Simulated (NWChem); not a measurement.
Molecule: C₂H₇BFN; SMILES CB(NC)F

```xyz
12

B      0.0256     0.5077     0.0968
F      1.3533     0.4632     0.3634
C     -0.6872     1.9132     0.0154
H     -1.7594     1.8530    -0.2040
H     -0.2221     2.5378    -0.7587
H     -0.5694     2.4612     0.9596
N     -0.6442    -0.7106    -0.0931
C     -0.0597    -2.0416    -0.0343
H     -1.6353    -0.6899    -0.2927
H     -0.1683    -2.5755    -0.9879
H     -0.5208    -2.6534     0.7526
H      1.0056    -1.9495     0.1856
```
Atoms are numbered in this order, from 1.

Geometry: optimised at B3LYP/6-31G* (spherical d).

Problem. Give the principal values of the shielding tensors (ppm) of B1, F2, C3, N7, C8 from B3LYP/6-31G* (spherical d), GIAO (NWChem), with their diamagnetic and paramagnetic parts as GIAO splits them.

Solution. 
```json
[
 {"atom": "B1", "σ11": "55.0", "σ22": "96.0", "σ33": "100.1", "isotropic": "83.7", "diamagnetic": "197.0", "paramagnetic": "-113.3"},
 {"atom": "F2", "σ11": "160.2", "σ22": "276.0", "σ33": "468.7", "isotropic": "301.6", "diamagnetic": "472.5", "paramagnetic": "-170.9"},
 {"atom": "C3", "σ11": "185.4", "σ22": "189.0", "σ33": "197.0", "isotropic": "190.5", "diamagnetic": "252.4", "paramagnetic": "-61.9"},
 {"atom": "N7", "σ11": "117.6", "σ22": "204.3", "σ33": "220.0", "isotropic": "180.7", "diamagnetic": "317.5", "paramagnetic": "-136.9"},
 {"atom": "C8", "σ11": "140.0", "σ22": "159.2", "σ33": "189.6", "isotropic": "162.9", "diamagnetic": "248.6", "paramagnetic": "-85.7"}
]
```
